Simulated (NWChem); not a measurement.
A series in which one site is exchanged, each optimised at PBE0/def2-SVP with NWChem, gas phase unless a solvent is named. For some, no frequency run checked for a minimum. def2 effective core potentials on I; no spin-orbit coupling.

A: [CH3][Be][I] (CH₃BeI; site = I)
B: [BeH][CH3] (CH4Be; site = H)
C: [Be]([Cl])[CH3] (CH3BeCl; site = Cl)
D: [CH3][Be][F] (CH$_{3}$BeF; site = F)

```tsv
quantity	A	B	C	D
dipole (D), PBE0/def2-SVP	1.05	0.65	…	1.41
orbital gap (eV), PBE0/def2-SVP	7.55	8.23	…	9.18
static polarisability, B3LYP/def2-SVPD (bohr³)	64.5	31.7	…	28.1
lowest singlet excitation, B3LYP/def2-SVPD, TDA (eV)	5.90	6.41	…	7.59
```

Q: Fill in the missing entries.

A: 
- dipole (D), PBE0/def2-SVP, C: 1.25
- orbital gap (eV), PBE0/def2-SVP, C: 9.19
- static polarisability, B3LYP/def2-SVPD (bohr³), C: 42.2
- lowest singlet excitation, B3LYP/def2-SVPD, TDA (eV), C: 7.50
